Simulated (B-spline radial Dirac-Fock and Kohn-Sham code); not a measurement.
**Dipole and non-dipole photoemission parameters of Al 3p1/2**

System: neutral aluminum, [Ne] 3s2 3p1; threshold 4.57 eV (orbital energy of the model). Calculated with an atomic code on a B-spline grid, using Dirac-Hartree-Slater photoionisation with a Latter tail; cross sections with all multipoles, angular parameters from the dipole term and its interference with E2.

For linearly polarised light dσ/dΩ = σ/(4π) [1 + β P₂(cos θ) + (δ + γ cos²θ) sin θ cos φ], with θ from the polarisation vector and φ the angle between the beam and the projection of the electron momentum on the plane normal to the polarisation.

```tsv
hν (eV)	σ (kb)	β	γ	δ
51.9	31.5	1.243	-0.021	0.001
54.9	30.3	1.290	-0.020	0.001
56.8	29.4	1.317	-0.018	0.002
79	19.6	1.493	0.000	0.004
80	19.2	1.497	0.001	0.004
83.2	18.1	1.510	0.004	0.005
96	14.3	1.547	0.016	0.006
339	0.989	1.496	0.201	0.014
400	0.645	1.454	0.238	0.016
419	0.571	1.440	0.249	0.017
545	0.278	1.356	0.312	0.023
600	0.212	1.321	0.335	0.025
795	0.0937	1.210	0.405	0.034
1000	0.0469	1.111	0.464	0.044
1070	0.0380	1.081	0.481	0.047
1253.6	0.0232	1.008	0.520	0.056
1290	0.0211	0.995	0.527	0.058
2000	0.00504	0.793	0.629	0.091
2170	0.00383	0.756	0.647	0.098
2510	0.00233	0.692	0.679	0.113
4570	0.000280	0.462	0.809	0.188
4950	0.000210	0.436	0.828	0.200
5414.7	0.000151	0.408	0.850	0.214
5480	0.000144	0.404	0.853	0.216
5560	0.000137	0.400	0.857	0.219
5670	0.000127	0.394	0.861	0.222
9350	?	?	?	?
12900	5.60e-06	0.191	1.107	0.389
15000	3.10e-06	0.160	1.157	0.427
```

Task: Give the values at 9350 eV.

Result: σ = 1.94e-05 kb, β = 0.262, γ = 1.004, δ = 0.316.
